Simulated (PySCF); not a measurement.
GaBi and its ions

UHF-CCSD(T); Ga cc-pVDZ-PP with ECP10, Bi cc-pVDZ-PP with ECP60; scalar-relativistic core potentials (PySCF 2.14). Neutral (UHF): triplet (π ↑↑), Re = 2.890 Å, ωe = 152 cm⁻¹, De = 1.24 eV.

GaBi⁺ (UHF): quartet (σ ↑, π ↑↑), Re = 3.093 Å, ωe = 89.9 cm⁻¹. The energies at the minima are -472.06408 hartree for GaBi and -471.82670 for GaBi⁺.

**Question.** Work out the adiabatic ionisation energy, without and with harmonic zero-point energies (1 hartree = 27.2114 eV, 1 eV = 8065.5 cm⁻¹), and the change of the bond length.

**Answer.** At UHF-CCSD(T): 0.23738 hartree = 6.459 eV between the minima; the zero-point term (89.9 − 152.0)/2 cm⁻¹ = -0.004 eV makes it 6.456 eV. Re changes by +20.3 pm against the neutral. The electron leaves a σ orbital, and the longer bond of the ion fits a bonding orbital, or a change in how ionic the bond is.

Correlated steps freeze 8 core orbitals. Correlated levels converge slowly with the basis: in double zeta they bind strong bonds too weakly, by up to about 1 eV, and carry superposition errors of some tenths. Spin–orbit coupling is left out, which matters for elements this heavy, above all for dissociation energies. States were picked by a PBE0 search and need not be the measured ground states.
